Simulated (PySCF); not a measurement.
Isomers of C8H12O, from PBE0-D3(BJ)/def2-SVP geometry optimisation, gas phase in PySCF 2.14.0. One conformer each, no zero-point energy, no frequencies.

Question: Which isomer lies lowest at this level?
A. `[CH3:1][CH:2]([CH3:3])[C:4]1=[CH:5][C:6](=[O:7])[CH2:8][CH2:9]1` with C1–C2–C4–C5 -12°: A = 3220, B = 1020, C = 845.3 MHz, dipole 4.27 D
B. 2-tert-butylfuran (`CC(C)(C)c1ccco1`): A = 3077, B = 1248, C = 1102 MHz, dipole 0.39 D
C. `[CH2:1]=[CH:2][CH2:3][CH2:4][O:5][C:6]1=[CH:7][CH2:8][CH2:9]1` with C1–C2–C3–C4 119°, C2–C3–C4–O5 177°, C3–C4–O5–C6 177°, C4–O5–C6–C7 173°: A = 6370, B = 598.5, C = 566.6 MHz, dipole 1.62 D
D. 3-tert-butylfuran (`CC(C)(C)c1ccoc1`): A = 3091, B = 1182, C = 1052 MHz, dipole 0.81 D

Answer: A. That is `CC(C)C1=CC(=O)CC1`, 6.5 kcal/mol below the next.

```json
{"SMILES": "CC(C)C1=CC(=O)CC1", "mapped SMILES": "[CH3:1][CH:2]([CH3:3])[C:4]1=[CH:5][C:6](=[O:7])[CH2:8][CH2:9]1", "E (Eh)": "-386.58097", "relative (kcal/mol)": "0.0", "relative (kJ/mol)": "0.0", "dipole (D)": "4.27"}
{"SMILES": "CC(C)(C)c1ccco1", "mapped SMILES": "[CH3:1][C:2]([CH3:3])([CH3:4])[c:5]1[cH:6][cH:7][cH:8][o:9]1", "E (Eh)": "-386.57055", "relative (kcal/mol)": "6.5", "relative (kJ/mol)": "27.3", "dipole (D)": "0.39"}
{"SMILES": "CC(C)(C)c1ccoc1", "mapped SMILES": "[CH3:1][C:2]([CH3:3])([CH3:4])[c:5]1[cH:6][cH:7][o:8][cH:9]1", "E (Eh)": "-386.56590", "relative (kcal/mol)": "9.5", "relative (kJ/mol)": "39.5", "dipole (D)": "0.81"}
{"SMILES": "C=CCCOC1=CCC1", "mapped SMILES": "[CH2:1]=[CH:2][CH2:3][CH2:4][O:5][C:6]1=[CH:7][CH2:8][CH2:9]1", "E (Eh)": "-386.48849", "relative (kcal/mol)": "58.0", "relative (kJ/mol)": "242.8", "dipole (D)": "1.62"}
```

As drawn, the lowest has a C=O bond, which the highest lacks; the highest has a four-membered ring, which the lowest lacks.
